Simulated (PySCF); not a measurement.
# Manganese: a sound run and one with changed settings

Sound run: Mn⁺ [Ar] 3d5 4s1, Mn²⁺ [Ar] 3d5. Computed with PySCF 2.14 in cc-pVTZ, with the non-relativistic Hamiltonian (point nucleus). The sound run starts from symmetry-adapted Hartree-Fock orbitals and uses a fine grid where one is needed.

Changed run: 14 angular points. This setting is unsound on purpose.

```tsv
species	method	sound run (hartree)	changed run (hartree)	converged
Mn⁺	UHF	-1149.64916	-1149.64916	yes
Mn⁺	TPSS	-1150.75786	-1151.38136	yes
Mn⁺	MN15	-1150.80758	-1150.81876	yes
Mn²⁺	UHF	-1149.10923	-1149.10923	yes
Mn²⁺	TPSS	-1150.17558	-1150.80895	yes
Mn²⁺	MN15	-1150.24574	-1150.25712	yes
```

Ionisation energy of Mn⁺:

| method | sound run (eV) | changed run (eV) |
| --- | --- | --- |
| UHF | 14.692 | 14.692 |
| TPSS | 15.845 | 15.576 |
| MN15 | 15.288 | 15.283 |

A coarse angular grid integrates products of high-l functions wrongly, so density functionals can shift, and the SCF can exploit the error; Hartree-Fock and MP2 need no grid.

For comparison, NIST gives 15.640 eV between the lowest levels.
